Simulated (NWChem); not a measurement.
The numbers come from NWChem runs, not from measurements. System: C$_{2}$H$_{2}$F$_{2}$, charge 0, spin multiplicity 1, at a geometry optimised with PBE0/def2-SVP. Level: CR-CCSD(T)/cc-pVDZ, 4 core orbitals frozen, spin-restricted.

Job file:

```
start mol
memory heap 100 mb stack 700 mb global 1900 mb
geometry units angstroms nocenter noautoz noautosym
  C      0.000000     0.000000    -1.382038
  C      0.000000     0.000000    -0.058259
  F      1.073387     0.000000     0.693462
  F     -1.073387     0.000000     0.693462
  H     -0.945771     0.000000    -1.920268
  H      0.945771     0.000000    -1.920268
end
basis spherical
  * library cc-pvdz
end
scf
  rhf
  nopen 0
  maxiter 100
  thresh 1e-7
  semidirect memsize 60000000 filesize 0
end
tce
  freeze core 4
  cr-ccsd(t)
  2eorb
  2emet 13
  thresh 1e-6
  maxiter 100
  tilesize 24
end
task tce energy
```

NWChem printed:

```
             Northwest Computational Chemistry Package (NWChem) 7.3.0
             --------------------------------------------------------

                                NWChem Input Module
                                -------------------

 Scaling coordinates for geometry "geometry" by  1.889725989
 (inverse scale =  0.529177249)

                             Geometry "geometry" -> ""
                             -------------------------

 Output coordinates in angstroms (scale by  1.889725989 to convert to a.u.)

  No.       Tag          Charge          X              Y              Z
 ---- ---------------- ---------- -------------- -------------- --------------
    1 C                    6.0000     0.00000000     0.00000000    -1.38203800
    2 C                    6.0000     0.00000000     0.00000000    -0.05825900
    3 F                    9.0000     1.07338700     0.00000000     0.69346200
    4 F                    9.0000    -1.07338700     0.00000000     0.69346200
    5 H                    1.0000    -0.94577100     0.00000000    -1.92026800
    6 H                    1.0000     0.94577100     0.00000000    -1.92026800

 Effective nuclear repulsion energy (a.u.)     118.1080914969

            Nuclear Dipole moment (a.u.)
            ----------------------------
        X                 Y               Z
 ---------------- ---------------- ----------------
     0.0000000000     0.0000000000    -0.0000037795


 Summary of "ao basis" -> "" (spherical)
 ------------------------------------------------------------------------------
       Tag                 Description            Shells   Functions and Types
 ---------------- ------------------------------  ------  ---------------------
 *                          cc-pvdz                   on all atoms

 Summary of "ao basis" -> "ao basis" (spherical)
 ------------------------------------------------------------------------------
       Tag                 Description            Shells   Functions and Types
 ---------------- ------------------------------  ------  ---------------------
 C                          cc-pvdz                  6       14   3s2p1d
[...]
             Beta orbitals :    66
        Alpha frozen cores :     4
         Beta frozen cores :     4
     Alpha frozen virtuals :     0
      Beta frozen virtuals :     0
         Spin multiplicity : singlet
    Number of AO functions :    66
       Number of AO shells :    30
        Use of symmetry is : off
      Symmetry adaption is : off
         Schwarz screening : 0.10D-09

          Correlation Information
          -----------------------
          Calculation type : Coupled-cluster singles & doubles w/ perturbation
   Perturbative correction : Completely renormalized (T)
            Max iterations :      100
        Residual threshold : 0.10D-05
     T(0) DIIS level shift : 0.00D+00
     L(0) DIIS level shift : 0.00D+00
     T(1) DIIS level shift : 0.00D+00
     L(1) DIIS level shift : 0.00D+00
     T(R) DIIS level shift : 0.00D+00
     T(I) DIIS level shift : 0.00D+00
   CC-T/L Amplitude update :  5-th order DIIS
                I/O scheme : Global Array Library
        L-threshold :  0.10D-05
        EOM-threshold :  0.10D-05
 no EOMCCSD initial starts read in
 TCE RESTART OPTIONS
 SLICE:      F
 D4D5:       F
 quantumc:   F
 qrotation:  F
 pwtce:      F
 qducc:      F
 nacto:                         0
 nrotv:                         0
 nrot:                          0

            Memory Information
            ------------------
          Available GA space size is     249032444 doubles
          Available MA space size is     104854380 doubles

 Maximum block size supplied by input
 Maximum block size        24 doubles

 tile_dim =     17

 -------------------------------------------------

 Global array virtual files algorithm will be used

 Parallel file system coherency ......... OK

 4-electron integrals stored in orbital form

 v2    file size   =          3208910
 4-index algorithm nr.  13 is used
 imaxsize =       30
 imaxsize ichop =        0


CCSD iterations
 ---------------------------------------------------------
 Iter          Residuum       Correlation     Cpu    Wall
 ---------------------------------------------------------
    1   0.1862233544406  -0.6312504153374     1.5     1.5
    2   0.0497332286063  -0.6413073268426     1.5     1.5
    3   0.0178608740866  -0.6508595591624     1.5     1.5
    4   0.0078728781460  -0.6524580915150     0.9     0.9
    5   0.0035846879420  -0.6534297615450     1.2     1.2
    6   0.0011783818302  -0.6538403504855     1.2     1.2
    7   0.0004898121391  -0.6539444072783     1.5     1.5
    8   0.0002668308947  -0.6539451782893     1.5     1.5
    9   0.0001367503636  -0.6539483332639     1.8     1.8
   10   0.0000808881075  -0.6539519509123     1.7     1.7
   11   0.0000169286092  -0.6539545648923     1.7     1.7
   12   0.0000089455873  -0.6539555030378     1.5     1.5
   13   0.0000042610652  -0.6539559525135     1.5     1.5
   14   0.0000027659241  -0.6539559651966     1.5     1.5
   15   0.0000015349205  -0.6539559901116     1.4     1.4
   16   0.0000003334829  -0.6539559658844     1.2     1.2
 -----------------------------------------------------------------
 Iterations converged
 CCSD correlation energy / hartree =        -0.653955965884359
 CCSD total energy / hartree       =      -276.411812998235121

 Singles contributions

 Doubles contributions
    17a   (alpha)    17a   (beta ) ---    16a   (alpha)    16a   (beta )       -0.1198510906
 CR-CCSD(T)

 CR-CCSD[T]  correction energy / hartree =        -0.013735801342638
 CR-CCSD[T] correlation energy / hartree =        -0.667691767226997
 CR-CCSD[T] total energy / hartree       =      -276.425548799577768
 CR-CCSD(T)  correction energy / hartree =        -0.012717074897188
 CR-CCSD(T) correlation energy / hartree =        -0.666673040781546
 CR-CCSD(T) total energy / hartree       =      -276.424530073132303

 Task  times  cpu:      246.2s     wall:      246.2s

 Total times  cpu:      246.3s     wall:      246.3s
```
